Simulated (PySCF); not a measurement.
[VH6]-, singlet: computed properties

Level of theory: PBE0 in PySCF with V def2-TZVPD, H def2-TZVPD; no relativity; density-fitted integrals.

The structure is a minimum.

```json
{
  "Point group": "C3v",
  "Bond lengths": "V–H 1.607 Å (×3), V–H 1.695 Å (×3)",
  "Bond angles": "H–V–H 64.4° (×3), H–V–H 72.3° (×3), H–V–H 108.7° (×3), H–V–H 124.2° (×6)",
  "Lowest empty level": "3.09 eV",
  "Principal quadrupole moments (Buckingham, traceless) about the centre of mass": "-0.60, -0.60, 1.20 D Å",
  "Heat capacity Cp at 298.15 K": "72.8 J/(mol K)",
  "Entropy at 298.15 K and 1 bar": "246.6 J/(mol K)",
  "Rotational constants": "1.589, 1.516, 1.516 cm⁻¹",
  "Enthalpy at 298.15 K above 0 K": "13.88 kJ/mol",
  "Dipole moment about the centre of mass": "0.85 D",
  "Highest occupied level": "-2.08 eV",
  "Zero-point energy": "94.2 kJ/mol",
  "Rotational symmetry number": "3",
  "Principal polarisabilities": "67.3, 67.3, 71.8 bohr³"
}
```

Harmonic modes (masses in u: V 50.944, H 1.008):
| symmetry | ω (cm⁻¹) | IR (km/mol, summed over degenerate members) | μ (u) | type |
| --- | --- | --- | --- | --- |
| e | 454 | 114 | 1.03 | bend |
| a1 | 586 | 47.0 | 1.06 | bend |
| e | 604 | 24.4 | 1.04 | bend |
| e | 615 | 250 | 1.01 | bend |
| a2 | 626 | 0.0 | 1.01 | bend |
| a1 | 964 | 222 | 1.01 | bend |
| e | 1581 | 1071 | 1.04 | stretch |
| a1 | 1646 | 552 | 1.03 | stretch |
| e | 1786 | 634 | 1.03 | stretch |
| a1 | 1856 | 208 | 1.04 | stretch |

In C3v the vibrations span 5e + 4a1 + a2. The a2 mode carries no infrared intensity, as symmetry demands.

Charges (e); Mulliken and Löwdin values are unreliable with diffuse functions:
```csv
atom,Mulliken,Löwdin,polar tensor,Mayer order to V1
V1,-1.15,-0.17,0.65,–
"H2,6,7",0.10,-0.13,-0.14,0.92
"H3,4,5",-0.05,-0.14,-0.41,0.98
```

Mulliken populations on V1: s 7.14, p 13.25, d 3.76, f 0.01.

Stability towards spin polarisation was not tested. Only a few start shapes were tried, so a lower isomer may exist. The lowest empty level of this anion is unbound, so it and the gap depend on the basis.

The final relaxation and frequency run took 78 s on 2 threads of a shared Arm Neoverse N1 host, with 102 basis functions and 13 gradients; the process peaked at 1.7 GiB.
